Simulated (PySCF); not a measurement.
Titanium: a sound run and one with changed settings

Sound run: Ti [Ar] 3d2 4s2, Ti⁺ [Ar] 3d2 4s1. All numbers are calculated (PySCF 2.14, the spin-free X2C one-electron Hamiltonian (Gaussian nucleus), in x2c-SVPall (5s3p3d1f, 36 functions)). In the sound run the correlated levels freeze [Ar]. The sound run starts from symmetry-adapted Hartree-Fock orbitals and uses a fine grid where one is needed.

Changed run: basis STO-3G, all-electron and non-relativistic. This setting is unsound on purpose.

```json
{"species": "Ti", "method": "UHF", "sound run (hartree)": "-852.60807", "changed run (hartree)": "-839.56346", "converged": "yes"}
{"species": "Ti", "method": "M06-L", "sound run (hartree)": "-853.51479", "changed run (hartree)": "-840.38597", "converged": "yes"}
{"species": "Ti", "method": "B3LYP", "sound run (hartree)": "-853.60019", "changed run (hartree)": "-840.42808", "converged": "yes"}
{"species": "Ti", "method": "MP2", "sound run (hartree)": "-852.63786", "changed run (hartree)": "-839.59115", "converged": "yes"}
{"species": "Ti⁺", "method": "UHF", "sound run (hartree)": "-852.40336", "changed run (hartree)": "-839.44286", "converged": "yes"}
{"species": "Ti⁺", "method": "M06-L", "sound run (hartree)": "-853.25691", "changed run (hartree)": "-840.18741", "converged": "yes"}
{"species": "Ti⁺", "method": "B3LYP", "sound run (hartree)": "-853.34555", "changed run (hartree)": "-840.23694", "converged": "yes"}
{"species": "Ti⁺", "method": "MP2", "sound run (hartree)": "-852.40916", "changed run (hartree)": "-839.44286", "converged": "yes"}
```

Ionisation energy of Ti:

```csv
method,sound run (eV),changed run (eV)
UHF,5.570,3.282
M06-L,7.017,5.403
B3LYP,6.929,5.201
MP2,6.223,4.035
SCS-MP2,6.348,4.186
```

A minimal basis cannot let orbitals breathe on ionisation and holds almost no correlation. The Hamiltonian changed with the basis, so the totals do not compare.

For comparison, NIST gives 6.828 eV between the lowest levels.
